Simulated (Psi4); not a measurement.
Noncovalent pair: CH2O (SMILES C=O) (first 4 atoms) with GeH4 (SMILES [GeH4]); geometry from B3LYP-D3(BJ)/def2-TZVP, rigid monomers moved along the line of their centres of mass till O2···Ge5 is 2.94 Å.
(charge 0, multiplicity 1):
```xyz
9

C      0.392    -0.276    -0.191
O      0.827     0.520     0.594
H     -0.252    -1.118     0.128
H      0.612    -0.209    -1.273
Ge    -0.077    -0.176     3.302
H     -0.644    -1.151     2.256
H     -0.564     1.248     3.010
H      1.454    -0.236     3.299
H     -0.595    -0.611     4.687
```

Level of theory: SAPT0/aug-cc-pVDZ (Psi4).

Task: Which attractive term is largest, and how does the interaction split up?

Result: electrostatics -24.1, exchange 40.3, induction -7.4, dispersion -15.7, total -6.9 kJ/mol; the largest attraction is electrostatics.
